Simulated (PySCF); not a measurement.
## CBr: one state, many levels of theory

State: ²Π (doublet), unpaired electrons π ↑. Set-up: PySCF, no relativity, basis sets C def2-SVP, Br def2-SVP. De refers to C + Br in their high-spin ground configurations, without counterpoise correction. The functionals are run spin-unrestricted. A positive dipole means C(−)Br(+).

```json
{"Level": "UHF", "Re (Å)": "1.832", "ωe (cm⁻¹)": "732", "De (eV)": "1.57", "μ (D)": "1.07", "CPU s a point (SCF and correlation, without the integrals)": "0.091"}
{"Level": "UHF-MP2", "Re (Å)": "1.811", "ωe (cm⁻¹)": "761", "De (eV)": "3.12", "μ (D)": "n/a", "CPU s a point (SCF and correlation, without the integrals)": "0.16"}
{"Level": "UHF-SCS-MP2", "Re (Å)": "1.819", "ωe (cm⁻¹)": "745", "De (eV)": "2.98", "μ (D)": "n/a", "CPU s a point (SCF and correlation, without the integrals)": "n/a"}
{"Level": "UHF-CCSD", "Re (Å)": "1.827", "ωe (cm⁻¹)": "735", "De (eV)": "2.93", "μ (D)": "n/a", "CPU s a point (SCF and correlation, without the integrals)": "n/a"}
{"Level": "UHF-CCSD(T)", "Re (Å)": "1.831", "ωe (cm⁻¹)": "726", "De (eV)": "3.11", "μ (D)": "n/a", "CPU s a point (SCF and correlation, without the integrals)": "4.4"}
{"Level": "PBE", "Re (Å)": "1.834", "ωe (cm⁻¹)": "723", "De (eV)": "4.12", "μ (D)": "1.75", "CPU s a point (SCF and correlation, without the integrals)": "0.58"}
{"Level": "BLYP", "Re (Å)": "1.855", "ωe (cm⁻¹)": "689", "De (eV)": "3.84", "μ (D)": "1.67", "CPU s a point (SCF and correlation, without the integrals)": "0.44"}
{"Level": "r²SCAN", "Re (Å)": "1.828", "ωe (cm⁻¹)": "731", "De (eV)": "3.73", "μ (D)": "1.62", "CPU s a point (SCF and correlation, without the integrals)": "0.85"}
{"Level": "r²SCANh", "Re (Å)": "1.822", "ωe (cm⁻¹)": "740", "De (eV)": "3.60", "μ (D)": "1.59", "CPU s a point (SCF and correlation, without the integrals)": "0.9"}
{"Level": "PBE0", "Re (Å)": "1.816", "ωe (cm⁻¹)": "753", "De (eV)": "3.69", "μ (D)": "1.64", "CPU s a point (SCF and correlation, without the integrals)": "0.8"}
{"Level": "HSE06", "Re (Å)": "1.819", "ωe (cm⁻¹)": "749", "De (eV)": "3.69", "μ (D)": "1.63", "CPU s a point (SCF and correlation, without the integrals)": "0.79"}
{"Level": "MN15", "Re (Å)": "1.807", "ωe (cm⁻¹)": "758", "De (eV)": "3.54", "μ (D)": "1.66", "CPU s a point (SCF and correlation, without the integrals)": "0.91"}
```

(1) Which functional lies closest to UHF-CCSD(T) in De, which farthest, and by how much do they differ from it?

(2) What does a quarter of exact exchange do here, going from PBE to PBE0?

(3) What does the step from GGA to meta-GGA do here, going from PBE to r²SCAN?

Correlated steps freeze 10 core orbitals. Correlated levels converge slowly with the basis: in double zeta they bind strong bonds too weakly, by up to about 1 eV, and carry superposition errors of some tenths. Spin–orbit coupling is left out. The state is the lowest determinant that a PBE0 search found; another state may lie lower at other levels.

The whole job (state search and all levels along the bond) took about 1.9 min on 1 thread of Arm Neoverse V2 (shared host), peak memory 0.53 GiB.

Results:

(1) Closest is MN15 (-2.4 pm in Re, +4.4 % in ωe, +0.43 eV in De against UHF-CCSD(T) in the same basis), farthest PBE (+0.3 pm in Re, -0.4 % in ωe, +1.01 eV in De). CCSD(T) converges more slowly with the basis than the functionals do and binds too weakly in this one, so the order can change at the basis-set limit.

(2) PBE0 less PBE: -1.8 pm in Re, +4.1 % in ωe, -0.43 eV in De. Exact exchange removes part of the self-interaction that spreads semilocal densities, and in most molecules shortens and stiffens the bond and lowers De; so it does here.

(3) r²SCAN less PBE: -0.6 pm in Re, +1.1 % in ωe, -0.39 eV in De.
